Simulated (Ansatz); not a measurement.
A nudged elastic band was laid between two geometries of BrH + Cl4Zr (7 atoms, charge 0, multiplicity 1).

The calculation used RKS BHLYP/def2-SVP in Ansatz.

```
movable images  : 6
climbing image  : no
spring          : 5.0 eV/Å²
optimiser       : quadratic models (default)
start path      : through a guess of the saddle point
force threshold : 0.05 eV/Å
iteration limit : 60
end points      : relaxed
```

Image 0:

```xyz
7
Properties=species:S:1:pos:R:3
Zr 0.235 0.000 -0.075
Cl 0.421 0.000 2.261
Cl 2.416 0.000 -0.880
Cl -0.761 1.936 -0.909
Cl -0.761 -1.936 -0.909
Br -3.290 0.000 1.433
H -2.693 0.000 2.717
```

Image 7:

```xyz
7
Properties=species:S:1:pos:R:3
Zr -0.606 0.000 -0.800
Cl -0.053 0.000 4.075
Cl 1.446 0.000 0.282
Cl -0.771 1.898 -2.131
Cl -0.771 -1.898 -2.131
Br -2.483 0.000 0.847
H -1.194 0.000 3.496
```

Q: What changes between the two ends?

A: Bonds broken: Zr1–Cl2, Br6–H7. Bonds formed: Zr1–Br6, Cl2–H7. BrH + Cl4Zr becomes BrCl3Zr + ClH.

Q: Give the energies along the band, and the barrier.

A: The forces met the threshold. The highest image is number 3 of 0 to 7, 0.53 eV above the first end and 0.38 eV above the last; the last end lies 0.15 eV above the first. No image climbed, so the highest image needn't sit at the top of the path. The orbitals stay closed-shell, which can raise the energy where a bond breaks towards radicals; this wasn't checked here.

```csv
image,path coordinate (Å),energy (eV),Zr1–Cl2 (Å),Br6–H7 (Å),Zr1–Br6 (Å)
0,0.00,0.00,2.34,1.42,3.83
1,0.69,0.05,2.37,1.42,3.33
2,1.37,0.32,2.46,1.47,3.00
3,2.06,0.53,2.70,1.97,2.70
4,2.74,0.33,2.89,2.54,2.58
5,3.43,0.32,3.42,2.89,2.53
6,4.11,0.21,4.17,2.88,2.51
7,4.80,0.15,4.91,2.95,2.50
```

Q: What is the geometry of the highest image?

A: 
```xyz
7
Properties=species:S:1:pos:R:3
Zr -0.443 0.000 -0.047
Cl 0.047 0.000 2.603
Cl 1.910 0.000 -0.196
Cl -0.897 1.947 -1.219
Cl -0.897 -1.947 -1.219
Br -2.829 0.000 1.218
H -1.324 0.000 2.497
```

The band took 11 iterations and roughly 10 core-minutes.

The run took 2.8 min on 4 threads of Intel(R) Xeon(R) 6975P-C (Granite Rapids) (shared host), peak memory 0.48 GiB.
